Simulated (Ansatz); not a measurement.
Basis-set series for CH$_{7}$Al$_{2}$N (`[CH3][AlH][NH][AlH2]`). Charge 0, multiplicity 1. Geometry: relaxed with PBE0-D4/def2-TZVP. It is one conformer, not always the lowest.

| functional | basis | functions | energy (Eh) | HOMO (eV) | LUMO (eV) |
| --- | --- | --- | --- | --- | --- |
| PBE0-D4 | def2-TZVPP | 244 | -581.69730 | -7.94 | -0.94 |
| PBE0-D4 | def2-QZVPP | 464 | -581.71884 | -7.95 | -0.99 |
| ωB97M-V | def2-TZVPP | 244 | -581.95476 | -10.17 | 0.65 |
| ωB97M-V | def2-QZVPP | 464 | -581.97547 | -10.18 | 0.42 |

Problem. Give the rows for def2-SVP. (Best estimate.)

Solution. Ansatz gave: 
| functional | basis | functions | energy (Eh) | HOMO (eV) | LUMO (eV) |
| --- | --- | --- | --- | --- | --- |
| PBE0-D4 | def2-SVP | 99 | -581.41409 | -7.91 | -0.88 |
| ωB97M-V | def2-SVP | 99 | -581.66596 | -10.11 | 0.81 |

Positive LUMOs are unbound and depend on the basis.
